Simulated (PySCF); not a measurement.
Trends in electronic spectra. Theory: PySCF, TDDFT PBE0/def2-SVPD, vertical, gas phase, core orbitals frozen in the response. Geometries: GFN2-xTB; one conformer of each isolated species. Triplets are in the Tamm–Dancoff approximation. Ions are computed without counter-ions or solvent.

Problem. Rank by computed HOMO energy, highest first.
A. `C[C@@H](c1c[c+]1C)F`
B. `FC(F)([C@H]([C@@H](C)F)C)F`
C. `[O+]#CC(F)(F)C(F)(F)Cl`
D. `C=N[SiH3]`
E. `[PH3+]c1ccsc1`

Solution. D (-7.00 eV), B (-9.65 eV), E (-11.67 eV), A (-14.37 eV), C (-14.86 eV).

```csv
SMILES,HOMO (eV),T1 (eV),f (S1),S1 (eV),LUMO (eV),S1 mainly
C=N[SiH3],-7.00,3.38,0.000,4.03,-0.88,H→L (99%)
C[C@@H](F)[C@H](C)C(F)(F)F,-9.65,8.95,0.001,9.22,0.72,H→L (92%)
[PH3+]c1ccsc1,-11.67,3.67,0.027,5.10,-5.76,H→L (94%)
C[c+]1cc1[C@H](C)F,-14.37,5.75,0.002,6.31,-6.79,H-1→L (73%)
[O+]#CC(F)(F)C(F)(F)Cl,-14.86,3.55,0.000,3.86,-9.94,H→L (100%)
```

H and L stand for HOMO and LUMO.
